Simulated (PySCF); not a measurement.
C4H2BrCl, SMILES Cl/C=C(/Br)C#C. Atoms are numbered in the order given.

```xyz
8

C      2.6589     0.7465     0.0000
C      1.4834     0.4621     0.0000
C      0.0988     0.1081     0.0000
Br    -0.2904    -1.7419     0.0000
C     -0.9191     0.9805     0.0000
Cl    -0.6771     2.6779     0.0000
H      3.7036     1.0060     0.0000
H     -1.9611     0.6550     0.0000
```

Geometry: ωB97X-D3(BJ)/def2-SVP. The structure was generated by enumeration; whether it is a known compound was not checked.

Level of theory: PBE/def2-TZVP in PySCF.

Atomic charges (e):

```csv
atom,meta-Löwdin,Mulliken
C1,-0.17,-0.10
C2,-0.03,…
C3,-0.04,…
Br4,0.02,…
C5,-0.13,-0.11
Cl6,0.02,-0.04
H7,0.18,…
H8,0.15,0.16
```

Task: What belongs in the gaps? (Estimate from the structure and the level; the computed values follow.)

Result: 
- C2, Mulliken: 0.07
- C3, Mulliken: -0.11
- Br4, Mulliken: -0.04
- H7, Mulliken: 0.17

Computed Mayer and Wiberg (Löwdin basis) orders of the bonds:
| bond | Mayer | Wiberg |
|---|---|---|
| C1–C2 | 2.59 | 2.86 |
| C2–C3 | 1.19 | 1.34 |
| C3–Br4 | 1.09 | 1.55 |
| C3–C5 | 1.76 | 1.92 |
| C5–Cl6 | 1.18 | 1.78 |
| C1–H7 | 0.99 | 0.91 |
| C5–H8 | 0.92 | 0.86 |
